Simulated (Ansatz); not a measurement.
C3H10NNbO3, SMILES `C[O][Nb](=[NH])([O]C)[O]C`. The species carries charge 0 and has multiplicity 1. Nb: def2 effective core potential. Geometry: relaxed with PBE0-D4/def2-TZVP. It is one conformer, not always the lowest.

```xyz
18

C     0.684   -1.003    2.883
O     0.871   -0.819    1.512
Nb    0.092   -0.045   -0.029
N    -1.414    0.725    0.438
O     1.237    1.273   -0.760
C     1.320    2.633   -1.063
O    -0.291   -1.377   -1.318
C    -1.335   -1.974   -2.027
H    -0.245   -0.531    3.222
H     1.521   -0.566    3.437
H     0.639   -2.072    3.114
H    -2.280    1.168    0.706
H     1.485    2.768   -2.137
H     2.160    3.085   -0.526
H     0.400    3.158   -0.781
H    -2.296   -1.508   -1.784
H    -1.159   -1.875   -3.104
H    -1.390   -3.040   -1.785
```

**Question.** What is the dipole moment at PBE/def2-TZVPP? (Estimate.)

**Answer.** Ansatz gave: 1.13 D, with components (-0.97, 0.49, 0.30) D in this frame, pointing from negative to positive charge.

**Question.** And with r2SCAN, B3LYP, ωB97M-V? (Best estimate.)

**Answer.** Ansatz gave: r2SCAN 1.14 D, B3LYP 1.21 D, ωB97M-V 1.25 D.

**Question.** Give the Mulliken charges with PBE, r2SCAN, ωB97M-V in def2-TZVPP. (Best estimate.)

**Answer.** The calculation gave: 
```
atom    PBE  r2SCAN  ωB97M-V
  C1  -0.11    0.04    -0.15
  O2  -0.45   -0.53    -0.51
 Nb3   1.32    1.51     1.48
  N4  -0.64   -0.69    -0.63
  O5  -0.45   -0.53    -0.51
  C6  -0.11    0.04    -0.15
  O7  -0.45   -0.53    -0.51
  C8  -0.11    0.04    -0.15
  H9   0.10    0.05     0.11
 H10   0.10    0.06     0.12
 H11   0.10    0.06     0.12
 H12   0.16    0.15     0.12
 H13   0.10    0.06     0.12
 H14   0.10    0.06     0.12
 H15   0.10    0.05     0.11
 H16   0.10    0.05     0.11
 H17   0.10    0.06     0.12
 H18   0.10    0.06     0.12
```

B3LYP here is the variant with VWN-RPA as its local correlation; programs differ in this.
